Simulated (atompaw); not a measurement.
## What one change does to a pseudopotential (caesium, PAW (atompaw))

* Element: Cs
* Generator: atompaw 4.2.0.5
* Type: PAW
* Functional: LDA (PW92)
* Relativity: scalar-relativistic
* Frozen core: [Kr] 4d10 5s2
* Valence charge: 7
* Reference configuration: 5p6 5d0 6s0 6p0 (charge +1)
* Partial waves: 6s (bound, empty): rc 3.00 bohr; 6s channel at 3.1 Ry: rc 3.00 bohr; 5p (bound): rc 3.00 bohr; 6p (bound, empty): rc 3.00 bohr; 5d (bound, empty): rc 3.00 bohr; 5d channel at 1.45 Ry: rc 3.00 bohr
* Local potential: ultrasoft scheme with l = 3 at 0.5 Ry, radius 2.40 bohr
* Core correction: smooth core density matched at 2.40 bohr
* Augmentation charge: sinc compensation charge, radius 2.30 bohr; PAW radius 3.00 bohr; waves and projectors: custom polynom2 7 10 vanderbiltortho

Change: wave 6p (bound): rc 3.00 bohr becomes 6p (bound): rc 1.88 bohr.

Cutoffs: the cutoffs (Ry, on a coarse ladder) from which the occupation-weighted sum of valence levels, in a spherical-Bessel basis at the reference potential, stays within 10 and 1 mRy of its value at 400 Ry; they do not see the model core or the augmentation charge, which bear on the density cutoff.

Task: What does the change do?

Result: The potential gets softer (40 Ry and 40 Ry → 18 Ry and 40 Ry); both files keep a bound ghost (p, s).

| quantity | base | changed |
| --- | --- | --- |
| cutoff, loose | 40 Ry | 18 Ry |
| cutoff, tight | 40 Ry | 40 Ry |
| bound ghosts | s, p | s, p |
| s: phases at 3.00 bohr within 0.05 rad from the reference energy up to (Ry; the scan ends near 5) | 4.9 | 4.9 |
| p: phases at 3.00 bohr within 0.05 rad from the reference energy up to (Ry; the scan ends near 5) | 1.2 | 0.8 |
| d: phases at 3.00 bohr within 0.05 rad from the reference energy up to (Ry; the scan ends near 5) | 2.4 | 2.4 |
| lowest overlap eigenvalue by channel | s 0.28, p 0.84, d 0.87 | s 0.28, p 0.35, d 0.87 |

 A true bound ghost makes a file unfit for plane-wave use even where its test errors are small: the radial tests pick states by their node count and pass the ghost by. The cutoffs see the waves, projectors and local potential, not the compensation charge or the core.
